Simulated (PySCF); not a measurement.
Vertical excitations of a molecule C2H5O, multiplicity 2 from TDA-ωB97X/def2-SVPD run with PySCF, as energy in eV (oscillator strength): 5.18 (0.028), 5.99 (0.001), 6.30 (0.022), 6.58 (0.003), 6.78 (0.044), 6.90 (0.011), 7.40 (0.028), 7.54 (0.014), 7.95 (0.010), 8.29 (0.036). The structure is a stationary point at PBE0-D3(BJ)/def2-TZVP. The values are those of a single conformer.

Question: Which structure fits?
(A) [CH2]CO
(B) C[CH]O
(C) CC[O]
(D) [CH2]OC

Answer: D, [CH2]OC
